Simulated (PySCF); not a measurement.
Zn(Me) (CH₃Zn), SMILES [CH3][Zn+], charge +1.

Geometry: B3LYP-D3(BJ)/def2-TZVP. The multiplicity is an assumed one; other spin states were not compared. The isomer is the one that the SMILES or the coordinates give; other isomers of the formula were not compared.

All values below come from PySCF with TDA-PBE/def2-TZVPD.

Vertical excitations; the highest root listed may be one member of a degenerate set. Isolated molecule, no solvent. State labels are in the subgroup Cs.

| state | symmetry | energy (eV) | λ (nm) | f | main pairs |
|---|---|---|---|---|---|
| S1 | A" | 5.89 | 211 | 0.005 | HOMO−2→LUMO (degenerate set) |
| S2 | A' | 5.89 | 211 | 0.005 | HOMO−1→LUMO (degenerate set) |
| S3 | A' | 5.95 | 208 | 0.596 | HOMO→LUMO 86 % |
| S4 | A" | 7.98 | 155 | 0.272 | HOMO→LUMO+1 (degenerate set) |
| S5 | A' | 7.98 | 155 | 0.272 | HOMO→LUMO+2 (degenerate set) |
| S6 | A' | 8.52 | 146 | 0.000 | HOMO−3→LUMO (degenerate set) |
| S7 | A" | 8.52 | 146 | 0.000 | HOMO−4→LUMO (degenerate set) |
| S8 | A" | 8.71 | 142 | 0.051 | HOMO−6→LUMO (degenerate set) |
| S9 | A' | 8.71 | 142 | 0.051 | HOMO−5→LUMO (degenerate set) |
| S10 | A' | 8.99 | 138 | 0.054 | HOMO−7→LUMO 73 % |
| T1 | A' | 2.92 | 425 | 0 | HOMO→LUMO 100 % |
| T2 | A' | 5.42 | 229 | 0 | HOMO−1→LUMO (degenerate set) |
| T3 | A" | 5.42 | 229 | 0 | HOMO−2→LUMO (degenerate set) |
| T4 | A' | 6.54 | 190 | 0 | HOMO→LUMO+2 99 % |
Triplets are in the Tamm–Dancoff approximation.
